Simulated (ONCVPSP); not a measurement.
## Configuration tests for Cl (ONCV)

* Element: chlorine
* Generator: ONCVPSP 4.0.1
* Type: optimised norm-conserving Vanderbilt (ONCV)
* Functional: PBE
* Relativity: scalar-relativistic
* Frozen core: [Ne]
* Valence charge: 7
* Reference configuration: 3s2 3p5
* Partial waves: 3s: rc 1.35 bohr, ncon 4, nbas 7, qcut 4.7 1/bohr, 2 projectors, debl 3 Ha; 3p: rc 1.40 bohr, ncon 3, nbas 7, qcut 4.9 1/bohr, 1 projector; d scattering state at 0.02 Ha: rc 1.50 bohr, ncon 3, nbas 7, qcut 5.9 1/bohr, 2 projectors, debl 1 Ha
* Local potential: polynomial inside 1.30 bohr (lpopt 1, dvloc0 0 Ha)
* Core correction: none

Energies are relative to the spin-unpolarised reference configuration 3s2 3p5; without spin polarisation the order of configurations can differ from experiment.

(1) Give the all-electron excitation energy and the error of the potential for: 3s2 3p4; 3s2 3p3; 3s2 3p2; 3s2 3p4.5.

Levels in the configuration 3s2 3p4.5:

```tsv
level	all-electron (eV)	pseudo (eV)
3s	-26.191	-26.187
3p	-13.810	-13.806
```

## Answers

(1)

| valence configuration | charge | ΔE all-electron (eV) | error AE − PS (meV) |
| --- | --- | --- | --- |
| 3s2 3p4 | +1 | 13.875 | +3.1 |
| 3s2 3p3 | +2 | 39.322 | +19 |
| 3s2 3p2 | +3 | 77.629 | +60 |
| 3s2 3p4.5 | +0.5 | 5.583 | +0.6 |
